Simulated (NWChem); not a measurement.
System: H2SeS2; SMILES S[Se]S

NWChem input:

```
start job
memory heap 200 mb stack 900 mb global 1100 mb
geometry units angstroms
  Se    -0.012369    -0.023898     0.602138
  S      1.633979     0.664871    -0.662849
  H      1.439197     1.976319    -0.494332
  S     -1.603634    -0.606780    -0.781975
  H     -1.413878    -1.927848    -0.711226
end
basis spherical
  * library 6-31g*
end
dft
  xc b3lyp
  iterations 150
end
driver
  maxiter 120
end
task dft optimize
task dft freq
```

This build's default masses of Se (78.918 u) and Br (79.917 u) are each other's, which moves their modes by up to 0.6 %.

The level has its own optimisation; frequencies are unscaled.

Task: Give the results of this calculation. (B3LYP/6-31G* (spherical d).) Quantities: r S–Se (Å); r H–S (Å); highest harmonic frequency (cm⁻¹); lowest (cm⁻¹); zero-point energy (kcal/mol); dipole (D).

Result: r S–Se (Å): 2.237
r H–S (Å): 1.354
highest harmonic frequency (cm⁻¹): 2647
lowest (cm⁻¹): 156
zero-point energy (kcal/mol): 12.1
dipole (D): 0.15
